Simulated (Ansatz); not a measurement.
`C=CC(=O)OC` + `B[SeH]` → `B[Se]C=C` + `COC=O` at 298.15 K and 1 bar (substitution at a C–C bond).

Program: Ansatz. Geometries: PBE0-D4/def2-TZVP. ΔE: electronic, gas phase. CCSD(T)/CBS adds triple-zeta CCSD(T) − MP2 to the extrapolated MP2 energy (def2 sets, frozen cores). For Se outer-core shells are correlated without core-valence functions, which leaves a few kJ/mol of doubt a bond. Scalar relativity is left out up to krypton. One conformer a species, not always the lowest.

| species | CCSD(T)/CBS energy (Eh) | H − E (kJ/mol) | S (J/(mol·K)) |
| --- | --- | --- | --- |
| `C=CC(=O)OC` | -306.14577 | 270.9 | 333.9 |
| `B[SeH]` | -2427.30556 | 87.1 | 258.2 |
| `B[Se]C=C` | -2504.59221 | 184.8 | 317.0 |
| `COC=O` | -228.84804 | 177.9 | 283.9 |

H − E and S are ideal-gas, rigid-rotor, harmonic terms from PBE0-D4/def2-TZVP, for one conformer and one mirror image of each species. 1 Eh = 2625.50 kJ/mol, R = 8.31446 J/(mol·K).

By hand: ΔE, ΔH, ΔS and ΔG.

ΔE = (-2504.59221) + (-228.84804) − (-306.14577) − (-2427.30556) = 0.01108 Eh = 29.1 kJ/mol. Δ(H − E) = 184.8 + 177.9 − 270.9 − 87.1 = 4.7, so ΔH = 33.8 kJ/mol. ΔS = 317.0 + 283.9 − 333.9 − 258.2 = 8.8 J/(mol·K). ΔG = 33.8 − 298.15 × (8.8)/1000 = 31.2 kJ/mol.

By hand: the equilibrium constant, and the temperature at which ΔG would vanish if ΔH and ΔS stayed fixed.

log₁₀ K = −ΔG/(RT ln 10) = -5.5. ΔG = 0 at ΔH/ΔS = 3841 K, far beyond where these terms or the molecules hold.

The number of gas molecules stays the same, so ΔS is small and ΔH decides. A doubt of 5 kJ/mol in ΔE shifts log₁₀ K by 0.9 here. Other conformers and mirror images would add mixing entropy, several J/(mol·K) or more a flexible species. These are equilibria of isolated gas molecules and say nothing of rates. Largest T1 diagnostic: 0.015 (customary marks: 0.02 for closed shells, 0.045 for open ones).
